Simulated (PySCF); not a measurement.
Precursor series Zn Cl-OH. Gas-phase values, no solvent. One relaxed conformer stands for each flexible species; it need not be the lowest.

All values below come from B3LYP-D3(BJ)/def2-TZVP // TPSS-D3(BJ)/def2-SVP (PySCF). All candidates: neutral, multiplicity 1. B3LYP has the VWN-RPA correlation part, as in Gaussian. 

```json
{
  "HOMO": "-8.86 eV",
  "LUMO": "-2.11 eV",
  "HOMO–LUMO gap": "6.74 eV"
}
```

Question: Name which member has these values.
A. [Zn(OH)2]
B. [Zn(Cl)(OH)]
C. [Zn(Cl)2]

Answer: C, [Zn(Cl)2]. The others give [Zn(Cl)(OH)]: -8.37 eV, -1.82 eV, 6.54 eV; [Zn(OH)2]: -8.15 eV, -1.51 eV, 6.64 eV
